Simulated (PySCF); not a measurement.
C5H8N2Si.
Atom-mapped SMILES: `[CH2:1]=[CH:2][c:3]1[cH:4][n:5][cH:6][n:7]1[SiH3:8]` (hydrogens: H9, H10 on C1; H11 on C2; H12 on C4; H13 on C6; H14, H15, H16 on Si8)

The same species was optimised twice, with GFN2-xTB and with PBE0-D3(BJ)/def2-SVP (PySCF), and the same property calculations (PySCF, gas phase) were run on both structures.

| coordinate | GFN2-xTB | PBE0-D3(BJ)/def2-SVP | change |
| --- | --- | --- | --- |
| N7–Si8 (Å) | 1.753 | 1.779 | +0.026 |
| C2–C3 (Å) | 1.438 | 1.451 | +0.013 |
| C1=C2 (Å) | 1.330 | 1.340 | +0.010 |
| C6–N7 (Å) | 1.363 | 1.372 | +0.009 |
| N5–C6 (Å) | 1.298 | 1.307 | +0.009 |
| C3–C4 (Å) | 1.375 | 1.383 | +0.008 |
| C3–N7 (Å) | 1.385 | 1.393 | +0.008 |
| C4–N5 (Å) | 1.358 | 1.362 | +0.004 |
| C1–C2–C3 (°) | 124.7 | 126.3 | +1.6 |
| C2–C3–C4 (°) | 131.4 | 132.6 | +1.2 |
| C4–C3–N7 (°) | 105.9 | 105.0 | -0.9 |
| C3–N7–C6 (°) | 105.0 | 105.8 | +0.8 |
| C6–N7–Si8 (°) | 126.3 | 125.6 | -0.7 |
| C3–C4–N5 (°) | 110.3 | 111.0 | +0.7 |
| N5–C6–N7 (°) | 113.5 | 112.8 | -0.7 |
| C2–C3–N7 (°) | 122.7 | 122.4 | -0.3 |
| C1–C2–C3–C4 (°) | 0 | -1 | -1 |

Rotational constants: A = 2293, B = 1693, C = 985.1 MHz (GFN2-xTB) against A = 2228, B = 1669, C = 965.2 MHz (PBE0-D3(BJ)/def2-SVP). Point groups within 0.08 Å: Cs and Cs.

On the GFN2-xTB structure: lowest singlet, TDDFT (eV) 4.89 [CAM-B3LYP/def2-SVPD]; lowest triplet, Tamm–Dancoff (eV) 3.01 [CAM-B3LYP/def2-SVPD]; isotropic polarisability (au) 98.7 [CAM-B3LYP/def2-SVPD]; HOMO (eV) -7.39 [CAM-B3LYP/def2-SVPD]; LUMO (eV) 0.12 [CAM-B3LYP/def2-SVPD]; dipole (D) 3.49 [CAM-B3LYP/def2-SVPD]; HOMO (eV) -6.18 [PBE0/pcSseg-1]; LUMO (eV) -0.89 [PBE0/pcSseg-1]; dipole (D) 3.47 [PBE0/pcSseg-1]; GIAO shielding of C1 (ppm) 69.8 [PBE0/pcSseg-1]; GIAO shielding of C2 (ppm) 56.4 [PBE0/pcSseg-1]; GIAO shielding of C3 (ppm) 47.0 [PBE0/pcSseg-1]; GIAO shielding of C4 (ppm) 50.9 [PBE0/pcSseg-1]; GIAO shielding of N5 (ppm) -45.9 [PBE0/pcSseg-1]; GIAO shielding of C6 (ppm) 42.3 [PBE0/pcSseg-1]; GIAO shielding of N7 (ppm) 93.6 [PBE0/pcSseg-1]; GIAO shielding of Si8 (ppm) 406.5 [PBE0/pcSseg-1].

Task: What do these properties become on the PBE0-D3(BJ)/def2-SVP structure?

Result: 
```tsv
property	level	on GFN2-xTB	on PBE0-D3(BJ)/def2-SVP	change
lowest singlet, TDDFT (eV)	CAM-B3LYP/def2-SVPD	4.89	4.89	0.00
lowest triplet, Tamm–Dancoff (eV)	CAM-B3LYP/def2-SVPD	3.01	2.98	-0.03
isotropic polarisability (au)	CAM-B3LYP/def2-SVPD	98.7	101.4	+2.7
HOMO (eV)	CAM-B3LYP/def2-SVPD	-7.39	-7.42	-0.03
LUMO (eV)	CAM-B3LYP/def2-SVPD	0.12	0.06	-0.06
dipole (D)	CAM-B3LYP/def2-SVPD	3.49	3.41	-0.08
energy, GFN2-xTB geometry as zero (kcal/mol)	CAM-B3LYP/def2-SVPD	0.0	-1.6	-1.6
HOMO (eV)	PBE0/pcSseg-1	-6.18	-6.22	-0.04
LUMO (eV)	PBE0/pcSseg-1	-0.89	-0.96	-0.07
dipole (D)	PBE0/pcSseg-1	3.47	3.38	-0.09
energy, GFN2-xTB geometry as zero (kcal/mol)	PBE0/pcSseg-1	0.0	-1.4	-1.4
GIAO shielding of C1 (ppm)	PBE0/pcSseg-1	69.8	66.4	-3.4
GIAO shielding of C2 (ppm)	PBE0/pcSseg-1	56.4	53.9	-2.5
GIAO shielding of C3 (ppm)	PBE0/pcSseg-1	47.0	45.7	-1.3
GIAO shielding of C4 (ppm)	PBE0/pcSseg-1	50.9	49.3	-1.6
GIAO shielding of N5 (ppm)	PBE0/pcSseg-1	-45.9	-48.7	-2.8
GIAO shielding of C6 (ppm)	PBE0/pcSseg-1	42.3	39.8	-2.5
GIAO shielding of N7 (ppm)	PBE0/pcSseg-1	93.6	87.5	-6.1
GIAO shielding of Si8 (ppm)	PBE0/pcSseg-1	406.5	404.2	-2.3
```

The heavy atoms differ by 0.026 Å rms after alignment. Among bonds between heavy atoms N7–Si8 changes most (+0.026 Å). Changes are differences of the printed values. Neither structure is proved a minimum here.

Conformer computed: `[CH2:1]=[CH:2][c:3]1[cH:4][n:5][cH:6][n:7]1[SiH3:8]`: C1–C2–C3–C4 -1°.
